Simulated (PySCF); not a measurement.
## Dipole moment and polarisability of `CCC[NH][GeH2][C]#N`

Species: C₄H₁₀GeN₂.
Structure used (GFN2-xTB), in Å, numbered top down from 1:
```
atom  x, y, z in Å
C1    -2.186    0.476    0.219
C2    -1.174   -0.636    0.467
C3    -0.204   -0.822   -0.703
N4     0.614    0.341   -1.005
Ge5    1.917    0.910    0.108
C6     2.983   -0.649    0.437
N7     3.611   -1.582    0.651
H8    -1.686    1.439    0.120
H9    -2.885    0.546    1.048
H10   -2.749    0.282   -0.692
H11   -0.593   -0.409    1.368
H12   -1.697   -1.580    0.633
H13    0.478   -1.644   -0.465
H14   -0.763   -1.095   -1.604
H15    0.060    1.072   -1.431
H16    2.720    1.927   -0.643
H17    1.547    1.435    1.483
```

Level: wB97X-D/def2-SVPD (PySCF), static field, nuclei fixed, core orbitals frozen in the response. The polarisability tensor in these axes (au):

```
x   95.99 -3.79  2.98
y   -3.79 87.09 -1.18
z    2.98 -1.18 76.10
```

Problem. Give the principal values, the mean and the anisotropy Δα = √{½[(α1 − α2)² + (α2 − α3)² + (α1 − α3)²]}.

Solution. Principal values 75.63, 85.69 and 97.86 au; mean 86.39 au = 12.80 Å³ = 14.24 × 10⁻⁴⁰ C²·m²/J; Δα = 19.28 au (22 % of the mean).

Problem. What is the dipole moment, and where does it point?

Solution. (-3.40, 2.97, -0.53) D, 4.55 D in size, pointing from the negative to the positive side. Measured along this direction, the outermost atoms are N7 at the negative end and H9 and H10 at the positive end.

Problem. In a dilute gas of rigid molecules at 273 K, how does the orientational term μ²/3kT compare with the electronic polarisability?

Solution. In Gaussian units μ²/3kT = 182.90 Å³ against 12.80 Å³, a ratio of 14.29; the Debye molar polarisation (4π/3)N_A(α + μ²/3kT) is 493.7 cm³/mol, leaving out the vibrational part.

Problem. Find the Langevin capture rate constant for H3O+ (19.018 u) meeting this molecule (160.006 u), k = 2.342 × 10⁻⁹ cm³/s × √(α in Å³ / reduced mass in u).

Solution. The reduced mass is 17.00 u, so k = 2.03 × 10⁻⁹ cm³/s. The formula leaves out the permanent dipole, which adds to the capture rate.

Problem. Sum over states: ᾱ = Σ f/ω², ω in Eh. What share falls to these 8 lowest TDDFT singlets (eV, f)? 5.83, 0.0142; 6.64, 0.0038; 6.98, 0.0283; 7.11, 0.0223; 7.34, 0.0024; 7.46, 0.0194; 7.74, 0.0044; 7.83, 0.0026.

Solution. They add up to 1.51 au, 1.7 % of the 86.39 au; the largest single term is 0.43 au, from the state at 6.98 eV. Terms in order: 0.31, 0.06, 0.43, 0.33, 0.03, 0.26, 0.05, 0.03 au. Higher excitations give the rest. The strengths listed sum to 0.098.

Problem. Traceless (Buckingham) quadrupole moment about the centre of nuclear charge: eigenvalues?

Solution. -14.19, 3.31, 10.88 D·Å. The values depend on the origin, since the dipole doesn't vanish. The electronic extent ⟨r²⟩ about the same centre is 1372 bohr², a root-mean-square distance of 2.19 Å for the 80 electrons.

Geometry: GFN2-xTB, one conformer, isolated molecule. The calculation is non-relativistic, for germanium too.

wB97X-D is run here without its empirical dispersion term; that term would change no orbital, density or response property at a fixed geometry.
